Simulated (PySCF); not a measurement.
## Ionisation energy of Rh³⁶⁺ by level of theory

Rh³⁶⁺ [He] 2s2 2p5 [2p1/2^2 2p3/2^3, M_J = 3/2] → Rh³⁷⁺ [He] 2s2 2p4 [2p1/2^2 2p3/2^2, M_J = 2], as a difference of total energies. Calculation: PySCF 2.14, in an even-tempered Gaussian basis (17 s from 16 bohr⁻², ratio 2.4; 12 p from 20 bohr⁻², ratio 2.4; 5 d from 76 bohr⁻², ratio 2.6; 4 f from 110 bohr⁻², ratio 2.6); the two-component X2C-1e Hamiltonian. Correlated levels: nothing frozen; the 32 highest virtual spinors dropped. "Screened" scales the spin-orbit matrix elements by Boettger's factors to mimic the two-electron term; Breit and QED terms are absent.

```csv
method,ionisation energy (eV)
GHF (spin-free),5243.5
GMP2 (spin-free),5245.1
GHF (screened spin-orbit),5200.7
GMP2 (screened spin-orbit),5202.2
```

For this ion Breit and QED terms and the two-electron picture change, all absent here, outweigh the correlation shift from GHF to GMP2.

The spin-free rows relax to the high-spin LS determinant and lack the spin-orbit shift.

The labels give the starting determinants; with spin-orbit coupling the two ends relaxed to ⟨J²⟩ = 3.75, ⟨L²⟩ = 2.00, ⟨S²⟩ = 0.75 and ⟨J²⟩ = 6.00, ⟨L²⟩ = 3.08, ⟨S²⟩ = 1.46.

For comparison: 5203 ± 8 eV (semi-empirical (NIST evaluation); NIST Atomic Spectra Database, ionization energies).
